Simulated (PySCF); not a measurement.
Working with the constants of BiS⁻

UHF-CCSD(T) constants of BiS⁻, ³Σ⁻ (triplet), unpaired electrons π ↑↑ (basis Bi aug-cc-pVDZ-PP with ECP60, S aug-cc-pV(D+d)Z; scalar-relativistic core potentials; PySCF 2.14; masses 208.9804 and 31.9721 u):

```
ωe   : 353.6 cm⁻¹
ωexe : 0.881 cm⁻¹
Be   : 0.10046 cm⁻¹
αe   : 0.000362 cm⁻¹
```

Q: What force constant and bond length do these constants imply?

A: Reduced mass μred = 27.730 u; k = 5.8918×10⁻⁷·μred·ωe² (u, cm⁻¹, mdyn/Å) = 2.04 mdyn/Å; Re = √(16.8576/(μred·Be)) (u, cm⁻¹, Å) = 2.460 Å.

Q: Estimate the centrifugal constant D from the Kratzer relation and find the Dunham coefficient a1.

A: D = 4Be³/ωe² = 3.24e-08 cm⁻¹; a1 = −1 − αeωe/(6Be²) = -3.11.

Correlated steps freeze 9 core orbitals. These are scalar-relativistic numbers at best; spin–orbit coupling would shift them, the dissociation energy most. The state was picked by a PBE0 search and need not be the measured ground state.
